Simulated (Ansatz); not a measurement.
Cost and result for the atomization energy of `OB(Cl)CCl` (8 atoms, 7 bonds).

```xyz
8

O     0.8451    1.2431    0.8374
B     0.6568    0.4085   -0.1893
Cl    1.7963    0.4455   -1.5300
C    -0.5350   -0.6190   -0.2770
Cl   -1.5980   -0.5296    1.1586
H     0.1557    1.1267    1.5067
H    -0.1675   -1.6437   -0.3503
H    -1.1535   -0.4315   -1.1560
```

Charge 0, multiplicity 1. All single points use the PBE0-D4/def2-TZVP geometry. It is one conformer, not always the lowest. Program: Ansatz. All runs use 2 threads of an Arm Neoverse V1 on a shared host. Times are those of one run each, without the atoms' runs, and a repeat can differ threefold. Electronic energies, without spin–orbit coupling; frozen cores. CCSD(T)/CBS adds CCSD(T) − MP2 in def2-TZVPP to the MP2 limit, and its time is that of the two runs behind it. T1 = 0.011.

CCSD(T)/CBS is a level of theory with its own doubt, some kJ/mol a heavy atom from the limit and from the frozen cores, so smaller differences don't rank the functionals.

```tsv
level	functions	wall time
LDA (SPW92)/def2-TZVPP	219	2 s
BLYP-D4/def2-TZVPP	219	3.2 s
revPBE-D4/def2-TZVPP	219	3.3 s
PBE-D4/def2-TZVPP (with forces)	219	3.9 s
CCSD(T)/def2-SVP	93	6 s
r2SCAN-D4/def2-TZVPP (with forces)	219	8.5 s
B2PLYP/def2-TZVPP	219	9 s
r2SCANh-D4/def2-TZVPP	219	9.5 s
B97M-V/def2-TZVPP	219	16 s
ωB97M-V/def2-TZVPP (with forces)	219	20 s
MP2/def2-QZVPP	401	30 s
CCSD(T)/def2-TZVPP	219	2.9 min
CCSD(T)/CBS(def2)	–	3.4 min
```

Problem. What atomization energy does each give, and how far from CCSD(T)/CBS? (Estimate.)

Solution. The calculation gave: 
```
                             level  atomization (kJ/mol)  difference from CCSD(T)/CBS  per bond
            LDA (SPW92)/def2-TZVPP                3577.7                        503.4      71.9
                BLYP-D4/def2-TZVPP                3065.0                         -9.3      -1.3
              revPBE-D4/def2-TZVPP                3080.3                          6.0       0.9
   PBE-D4/def2-TZVPP (with forces)                3170.5                         96.2      13.7
                  CCSD(T)/def2-SVP                2918.8                       -155.5     -22.2
r2SCAN-D4/def2-TZVPP (with forces)                3110.0                         35.7       5.1
                 B2PLYP/def2-TZVPP                3042.9                        -31.4      -4.5
             r2SCANh-D4/def2-TZVPP                3086.7                         12.4       1.8
                 B97M-V/def2-TZVPP                3104.6                         30.3       4.3
  ωB97M-V/def2-TZVPP (with forces)                3101.4                         27.1       3.9
                    MP2/def2-QZVPP                3141.9                         67.6       9.7
                CCSD(T)/def2-TZVPP                2992.0                        -82.3     -11.8
                 CCSD(T)/CBS(def2)                3074.3                          0.0       0.0
```

Leaving LDA and LC-ωPBE aside and taking each functional with its dispersion term where it has one, the values, not all of them listed here, spread over 203.7 kJ/mol, from BHLYP-D4 to PBE-D4. LDA lies +425.4 kJ/mol from PBE without D4, its usual overbinding. The D4 term adds +29.6 kJ/mol with B3LYP and +15.4 kJ/mol with PBE0; it sums over pairs of atoms, weighted by their polarisabilities, and B3LYP, whose exchange is more repulsive, gets the larger term. In def2-TZVPP, CCSD(T) changes the Hartree–Fock value by +726.9 kJ/mol (the triples alone add +55.8 kJ/mol) and MP2 by +828.6 kJ/mol; breaking electron pairs costs correlation energy, which Hartree–Fock lacks.

B3LYP here is the variant with VWN-RPA as its local correlation; programs differ in this.
